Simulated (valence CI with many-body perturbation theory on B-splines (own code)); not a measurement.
Results of a calculation; reference values are marked as such.
# Energy levels of Cd35+

Method: valence CI with perturbative core correlation (CI+MBPT): three valence electrons over a frozen Dirac-Fock core [Ne], radial functions for each j: 11 s, 11 p, 9 d, 7 f, 5 g, 2 h, 1 i, with the one-electron correlation potential Σ1 (screened to all orders), the two-electron term Σ2, the three-electron term Σ3, Breit, model QED; selected single and double excitations, second order for the rest (own B-spline code, finite nucleus).

The last digits are not significant, and no measured levels were compared; by estimate large intervals hold to a few tenths of a per cent, small ones and those within an open d or f shell to about a per cent.

Levels 1 to 45 of 71, with energies above the lowest level, (3s^2 3p1/2) J=1/2. "Leading %" is the weight of the configuration and term that name the level; weights of strongly mixed levels are sums over their largest components and can fall short. In the jj column 3d3/2^4 stands for four electrons in 3d with j = 3/2.

| No. | Configuration | Term | J | E (Ry) | Leading % | Leading jj | Second component |
| --- | --- | --- | --- | --- | --- | --- | --- |
| 1 | 3s²3p | ²P° | 1/2 | 0.000 | 99 | 3s^2 3p1/2 (99 %) |  |
| 2 | 3s²3p | ²P° | 3/2 | 3.494 | 98 | 3s^2 3p3/2 (98 %) |  |
| 3 | 3s3p² | ⁴P | 1/2 | 6.158 | 74 | 3s 3p1/2^2 (90 %) | 20 % 3s3p² ²S |
| 4 | 3s3p² | ⁴P | 3/2 | 8.667 | 94 | 3s 3p1/2 3p3/2 (98 %) |  |
| 5 | 3s3p² | ⁴P | 5/2 | 9.335 | 53 | 3s 3p1/2 3p3/2 (92 %) | 44 % 3s3p² ²D |
| 6 | 3s3p² | ²D | 3/2 | 10.321 | 68 | 3s 3p1/2 3p3/2 (81 %) | 16 % 3s3p² ²P |
| 7 | 3s3p² | ²P | 1/2 | 10.952 | 71 | 3s 3p1/2 3p3/2 (86 %) | 17 % 3s3p² ⁴P |
| 8 | 3s3p² | ⁴P | 5/2 | 12.373 | 42 | 3s 3p3/2^2 (76 %) | 35 % 3s3p² ²D |
| 9 | 3s²3d | ²D | 3/2 | 13.234 | 78 | 3s^2 3d3/2 (78 %) | 17 % 3s3p² ²P |
| 10 | 3s²3d | ²D | 5/2 | 14.317 | 74 | 3s^2 3d5/2 (74 %) | 20 % 3s3p² ²D |
| 11 | 3s3p² | ²S | 1/2 | 14.473 | 69 | 3s 3p3/2^2 (94 %) | 21 % 3s3p² ²P |
| 12 | 3s3p² | ²P | 3/2 | 14.838 | 64 | 3s 3p3/2^2 (87 %) | 24 % 3s3p² ²D |
| 13 | 3p³ | ²P° | 3/2 | 16.760 | 33 | 3p1/2^2 3p3/2 (80 %) | 27 % 3p³ ²D° |
| 14 | 3s3p3d | ⁴F° | 3/2 | 17.742 | 82 | 3s 3p1/2 3d3/2 (91 %) | 10 % 3s3p3d ²D° |
| 15 | 3s3p3d | ⁴F° | 5/2 | 18.116 | 56 | 3s 3p1/2 3d3/2 (83 %) | 20 % 3s3p3d ²D° |
| 16 | 3s3p3d | ²D° | 5/2 | 18.976 | 21 | 3s 3p1/2 3d5/2 (76 %) | 20 % 3s3p3d ⁴P° |
| 17 | 3s3p3d | ⁴D° | 1/2 | 19.243 | 75 | 3s 3p1/2 3d3/2 (90 %) | 17 % 3s3p3d ²P° |
| 18 | 3s3p3d | ⁴D° | 3/2 | 19.254 | 51 | 3s 3p1/2 3d3/2 (70 %) | 28 % 3s3p3d ⁴P° |
| 19 | 3p³ | ⁴S° | 3/2 | 19.323 | 47 | 3p1/2 3p3/2^2 (60 %) | 24 % 3s3p3d ²D° |
| 20 | 3s3p3d | ⁴F° | 7/2 | 19.346 | 68 | 3s 3p1/2 3d5/2 (84 %) | 20 % 3s3p3d ⁴D° |
| 21 | 3s3p3d | ⁴P° | 5/2 | 19.629 | 33 | 3s 3p1/2 3d5/2 (69 %) | 24 % 3p³ ²D° |
| 22 | 3s3p3d | ²F° | 5/2 | 20.780 | 66 | 3s 3p1/2 3d5/2 (39 %) | 32 % 3p³ ²D° |
| 23 | 3p³ | ²P° | 1/2 | 20.880 | 83 | 3p1/2 3p3/2^2 (83 %) | 15 % 3s3p3d ²P° |
| 24 | 3p³ | ²D° | 3/2 | 21.314 | 29 | 3p1/2 3p3/2^2 (34 %) | 29 % 3s3p3d ²D° |
| 25 | 3s3p3d | ⁴F° | 9/2 | 21.805 | 100 | 3s 3p3/2 3d5/2 (100 %) |  |
| 26 | 3s3p3d | ⁴D° | 5/2 | 21.936 | 58 | 3s 3p3/2 3d3/2 (83 %) | 13 % 3s3p3d ⁴F° |
| 27 | 3s3p3d | ⁴P° | 3/2 | 21.944 | 45 | 3s 3p3/2 3d3/2 (94 %) | 38 % 3s3p3d ⁴D° |
| 28 | 3s3p3d | ⁴P° | 1/2 | 21.980 | 89 | 3s 3p3/2 3d3/2 (97 %) | 10 % 3s3p3d ⁴D° |
| 29 | 3s3p3d | ⁴D° | 7/2 | 22.015 | 64 | 3s 3p3/2 3d3/2 (54 %) | 27 % 3s3p3d ⁴F° |
| 30 | 3s3p3d | ²P° | 3/2 | 22.655 | 27 | 3s 3p3/2 3d5/2 (72 %) | 20 % 3s3p3d ⁴P° |
| 31 | 3s3p3d | ²D° | 5/2 | 22.874 | 48 | 3s 3p3/2 3d5/2 (92 %) | 33 % 3s3p3d ⁴P° |
| 32 | 3s3p3d | ²D° | 3/2 | 23.324 | 60 | 3s 3p3/2 3d3/2 (63 %) | 18 % 3p³ ²P° |
| 33 | 3s3p3d | ²F° | 7/2 | 23.565 | 95 | 3s 3p3/2 3d5/2 (70 %) |  |
| 34 | 3s3p3d | ²F° | 5/2 | 24.139 | 79 | 3s 3p3/2 3d3/2 (87 %) | 12 % 3s3p3d ²D° |
| 35 | 3s3p3d | ²P° | 1/2 | 24.226 | 82 | 3s 3p3/2 3d3/2 (60 %) | 14 % 3s3p3d ⁴D° |
| 36 | 3s3p3d | ²F° | 7/2 | 24.297 | 83 | 3s 3p3/2 3d5/2 (82 %) | 12 % 3s3p3d ⁴D° |
| 37 | 3s3p3d | ²P° | 1/2 | 24.767 | 84 | 3s 3p3/2 3d5/2 (58 %) | 14 % 3p³ ²P° |
| 38 | 3s3p3d | ²P° | 3/2 | 25.097 | 84 | 3s 3p3/2 3d5/2 (91 %) | 7 % 3s3p3d ²D° |
| 39 | 3s3p3d | ²D° | 5/2 | 25.200 | 67 | 3s 3p3/2 3d5/2 (84 %) | 16 % 3s3p3d ²F° |
| 40 | 3p²3d | ⁴F | 3/2 | 25.637 | 46 | 3p1/2^2 3d3/2 (95 %) | 22 % 3p²3d ²D |
| 41 | 3p³ | ²P° | 3/2 | 25.763 | 29 | 3p3/2^3 (52 %) | 21 % 3p³ ²D° |
| 42 | 3p²3d | ⁴F | 5/2 | 26.754 | 30 | 3p1/2^2 3d5/2 (86 %) | 26 % 3p²3d ⁴D |
| 43 | 3p²3d | ²F | 5/2 | 28.113 | 58 | 3p1/2 3p3/2 3d3/2 (88 %) | 32 % 3p²3d ⁴F |
| 44 | 3p²3d | ²P | 3/2 | 28.466 | 36 | 3p1/2 3p3/2 3d3/2 (93 %) | 35 % 3p²3d ⁴F |
| 45 | 3p²3d | ²F | 7/2 | 28.572 | 39 | 3p1/2 3p3/2 3d3/2 (79 %) | 28 % 3p²3d ²G |

Where two levels of one J and parity lie close, their mixing, g and order are uncertain.

The ionisation energy to 3s² ¹S0 of the next ion comes out as 2272.6 eV (NIST: 2250 ± 10 eV (semi-empirical), further off than twice its uncertainty). All 71 levels together are meant to be complete up to 33.415 Ry.
